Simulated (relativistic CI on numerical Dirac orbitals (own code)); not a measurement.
# One change at a time: Ba³⁺

Base calculation: Dirac-Coulomb-Breit CI, separate exchange-only KLI orbitals for each configuration, model QED (radiative potential, 1s self-energy scaled to tabulated hydrogen-like ionisation energies), valence Slater integrals scaled by 0.85, P86 correlation energy added to each configuration.

Configuration list (outside the closed core [Kr] 4d10): 5s2 5p5, 5s 5p6, 5s2 5p4 5d, 5s2 5p4 5f, 5s2 5p4 4f, 5s 5p5 5d, 5s2 5p4 6s, 5s2 5p4 6p, 5s2 5p3 4f 5d, 5s 5p5 5f, 5s2 5p4 6d, 5s2 5p4 7s, 5s2 5p4 7p, 5s2 5p4 5g, 5s2 5p4 7d, 5s2 5p4 6f, 5s2 5p4 8s, 5s2 5p4 8p, 5s 5p5 4f, 5s 5p5 6p, 5s 5p5 6s, 5s2 5p3 5d 5f, 5s 5p4 5d2, 5p6 5d, 5s 5p4 6s2, 5p6 4f, 5s2 5p3 4f 6s, 5s 5p4 4f2, 5s2 5p3 5d2, 5s2 5p2 5d3, 5s2 5p2 5d2 5f, 5s2 5p2 4f 5d2, 5s 5p3 5d3, 5s2 5p2 5d2 6s, 5p5 5d2, 5p4 5d3, 5p4 5d2 5f, 5p4 4f 5d2, 5p4 5d2 6s. Double excitations out of closed p, d and f shells are left out; levels of such configurations are missing from the list, as are those of other unlisted configurations, and high levels can miss mixing partners. These lack a partner that the ground configuration has and come out too high: 5s2 5p4 6p, 5s 5p5 5f, 5s2 5p4 6d, 5s2 5p4 7s, 5s2 5p4 7p.

The lowest level and the first level of each name with at least 55 % of one term (blank where a level has no safe partner in the second run):

```tsv
Level	Base (cm⁻¹)	Shift (cm⁻¹)
5s2 5p5 2P°_3/2	0.0	0.0
5s2 5p5 2P°_1/2	17299.7	+100.8
5s 5p6 2S_1/2	127760.8	+3961.8
5s2 5p4 5d 4D_5/2	144964.0	+1952.4
5s2 5p4 5d 4D_3/2	145583.5	+1839.5
5s2 5p4 5d 4D_7/2	145665.6	+1981.7
5s2 5p4 5d 4F_9/2	151943.6	+1055.5
5s2 5p4 5d 2P_1/2	159321.8	
5s2 5p4 5d 4P_1/2	160475.0	
5s2 5p4 5d 4F_5/2	163027.2	+958.8
5s2 5p4 5d 4F_3/2	163767.7	+706.4
5s2 5p4 4f 4F°_7/2	166599.5	+826.7
5s2 5p4 4f 4F°_5/2	166953.9	+733.2
5s2 5p4 4f 4F°_9/2	167446.3	+824.5
5s2 5p4 4f 4F°_3/2	168948.3	+596.6
5s2 5p4 5d 2G_7/2	174119.7	+430.6
5s2 5p4 5d 2F_5/2	174194.5	+476.6
5s2 5p4 4f 4G°_11/2	174328.0	-400.3
5s2 5p4 5d 2G_9/2	174787.0	+484.9
5s2 5p4 4f 4D°_1/2	176061.3	-697.5
5s2 5p4 4f 2F°_5/2	178167.5	-532.1
5s2 5p4 4f 4G°_5/2	184661.7	-805.2
```

For a near-neutral ion this model can misplace configurations by up to about 10,000 cm⁻¹ (more where the count of f electrons changes) and terms by 10 to 25 % of their spread. Rates follow the energies as ν³ (E1, M1) or ν⁵ (E2), so they and the lifetimes can be off by large factors. The fine structure of a lone outer electron comes out too small, for d and f at times inverted, and misplaced configurations move strength between like terms. 10 of the 25 excited levels that our extract of the measured tables holds in this range could be paired (the sources list more); they are missed by 1058 cm⁻¹ on average and 1956 at most, and levels without a partner can miss by more.

Problem. One thing was changed in a second run, which moved the levels as shown. Which?
A. QED terms removed
B. non-relativistic limit
C. no correlation estimate
D. valence Slater integrals scaled by 0.75
E. Breit term removed
F. configuration mixing switched off

Solution. D. Valence Slater integrals scaled by 0.75. Scaling acts on the splittings between terms and on the mixing, and leaves the fine structure of pure LS terms nearly alone; in jj coupling it moves the levels of one term differently.

LS names give the leading component of a level, which can be under half, so a name can repeat, a term be missing and a line seem to break the LS rules.
